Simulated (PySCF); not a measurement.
WO₂Br + NH₃ → WN(OH)₂ + HBr

Level: PBE0 in the def2-TZVP basis family, computed in PySCF with density fitting; scalar-relativistic core potentials for atoms from Rb on, none lighter, no spin–orbit coupling; open shells unrestricted.

```json
{"species": "WO₂Br", "state and structure": "doublet, Cs, W–Br 2.420 Å, W–O 1.698 Å (×2); Br–W–O 119.9° (×2), O–W–O 110.5°", "E (Eh)": "-2791.42323", "ZPE (kJ/mol)": "17.4", "H(298 K) − H(0) (kJ/mol)": "16.0", "S° (J/(mol K))": "341.0"}
{"species": "NH₃", "state and structure": "singlet, C3v, N–H 1.013 Å (×3); H–N–H 107.1° (×3)", "E (Eh)": "-56.51312", "ZPE (kJ/mol)": "90.6", "H(298 K) − H(0) (kJ/mol)": "10.0", "S° (J/(mol K))": "192.4"}
{"species": "WN(OH)₂", "state and structure": "doublet, Cs, O–H 0.960 Å (×2), W–N 1.664 Å, W–O 1.892 Å (×2); H–O–W 123.7° (×2), N–W–O 109.2° (×2), O–W–O 128.3°", "E (Eh)": "-273.41372", "ZPE (kJ/mol)": "80.1", "H(298 K) − H(0) (kJ/mol)": "16.7", "S° (J/(mol K))": "327.3"}
{"species": "HBr", "state and structure": "singlet, C∞v, H–Br 1.421 Å", "E (Eh)": "-2574.45811", "ZPE (kJ/mol)": "16.0", "H(298 K) − H(0) (kJ/mol)": "8.7", "S° (J/(mol K))": "198.5"}
```

Question: What is the electronic reaction energy?

Answer: At PBE0/def2-TZVP, ΔE = 169.4 kJ/mol from the differences of the total energies times 2625.5, uphill. 

Question: Add zero-point, thermal and entropy terms for 298.15 K and 1 bar.

Answer: ΔZPE = -11.9 and Δ[H(298) − H(0)] = -0.6 kJ/mol give ΔH° = 156.9 kJ/mol. ΔS° = -7.6 J/(mol K), so ΔG° = 156.9 − 298.15 × (-0.0076) = 159 kJ/mol.

Spin–orbit coupling can matter for WO₂Br, WN(OH)₂ and is left out. Open d or f shells are single determinants, so the state found may not be the ground state. Only the bonding shown was studied: isomers, or loss of a ligand pair, can lie lower.
